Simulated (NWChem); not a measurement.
# RuF$_{6}$, triplet; SMILES [F][Ru]([F])([F])([F])([F])[F]

In the optimisation the excess spin sits in ag (Ci, its own frame). Not confirmed as a minimum by frequencies. def2 effective core potentials on Ru; no spin-orbit coupling.

Question: Give the equilibrium geometry at PBE0/def2-SVP with def2 effective core potentials on Ru, spin-unrestricted (NWChem) as an XYZ file, with the point group.

Answer: point group Ci; any orientation.
```
7

Ru     0.0000     0.0000     0.0000
F      0.6795     1.2696    -1.0847
F     -0.6795    -1.2696     1.0847
F     -0.6615     1.2799     1.0837
F     -1.5556     0.0110    -0.9605
F      1.5556    -0.0110     0.9605
F      0.6615    -1.2799    -1.0837
```
